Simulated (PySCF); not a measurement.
**Computed properties of BeI2, SMILES [Be]([I])[I]**

BeI₂, SMILES [I][Be][I]. Geometry optimised at B3LYP-D3(BJ)/def2-TZVP. The def2 effective core potentials stand for the cores of I; spin–orbit coupling is left out. One conformer was computed; it need not be the lowest. All values are computed for the isolated molecule unless a solvent is named; none is compared with measurement here.

**Structure.** The optimised structure has D∞h symmetry. All 4 harmonic modes at B3LYP-D3(BJ)/def2-TZVP (PySCF) are real, so it is a minimum. With heavy atoms numbered as in [Be:1]([I:2])[I:3], the shortest bond between them is Be1–I2 at 2.166 Å and the longest Be1–I3 at 2.166 Å.

**Vibrations.** The strongest infrared lines (harmonic, unscaled, degenerate partners summed) lie at 873 cm⁻¹ (389 km/mol, Be 97 %), 177 cm⁻¹ (22 km/mol, Be 97 %). The softest mode is at 167 cm⁻¹ and the zero-point energy is 2.0 kcal/mol.

**Electronic structure.** M06-2X/def2-TZVPD (PySCF) places the frontier levels at -9.13 and -0.38 eV, a gap of 8.75 eV, and gives a dipole moment of 0.00 D and a mean polarisability of 82.9 bohr³.

**Excitations.** TDA-B3LYP/def2-SVPD (PySCF) has S1 at 5.33 eV (232 nm, f = 0.000, dark); the most intense of the 10 singlets computed lies at 6.30 eV (f = 0.59). Strengths of degenerate partners are summed. T1 (TDA) is at 5.05 eV, 0.28 eV under S1. No vertical singlet excitation falls in the visible range (under 3.1 eV).
